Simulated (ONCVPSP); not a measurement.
Transferability test, ONCV potential for cobalt (Co)

| Item | Value |
| --- | --- |
| Element | Co (Z = 27) |
| Generator | ONCVPSP 4.0.1 |
| Type | optimised norm-conserving Vanderbilt (ONCV) |
| Functional | PBE |
| Relativity | scalar-relativistic |
| Frozen core | [Ne] |
| Valence charge | 17 |
| Reference configuration | 3s2 3p6 3d7 4s1.5 (charge +0.5) |
| Partial waves | 3s+4s: rc 1.55 bohr, ncon 4, nbas 9, qcut 8.8 1/bohr, 2 projectors; 3p: rc 0.75 bohr, ncon 4, nbas 7, qcut 11.2 1/bohr, 3 projectors, debl 3.9 Ha; 3d: rc 1.55 bohr, ncon 4, nbas 9, qcut 9.9 1/bohr, 2 projectors, debl 1.1 Ha |
| Local potential | polynomial inside 0.70 bohr (lpopt 5, dvloc0 -1 Ha) |
| Core correction | Teter function, fcfact 2.75, rcfact 1.25 |

Energies are relative to the spin-unpolarised reference configuration 3s2 3p6 3d7 4s1.5; without spin polarisation the order of configurations can differ from experiment.

| valence configuration | charge | ΔE all-electron (eV) | error AE − PS (meV) |
| --- | --- | --- | --- |
| 3s2 3p6 3d7 4s2 | 0 | -3.603 | +0.7 |
| 3s2 3p6 3d7 4s1 | +1 | 5.428 | -0.1 |

**Question.** What are ΔE and the potential's error for 3s2 3p6 3d7 4s0?

**Answer.** ΔE = 22.213 eV all-electron; the error (AE − PS) is +1.6 meV.

**Question.** What are ΔE and the potential's error for 3s2 3p6 3d6 4s2 4p1?

**Answer.** ΔE = 6.058 eV all-electron; the error (AE − PS) is +80 meV.

Note: ghosts flagged at negative energy: p at -2760.0 eV; GHOST(+) flagged for s at 236.8 eV. A true bound ghost makes a file unfit for plane-wave use.
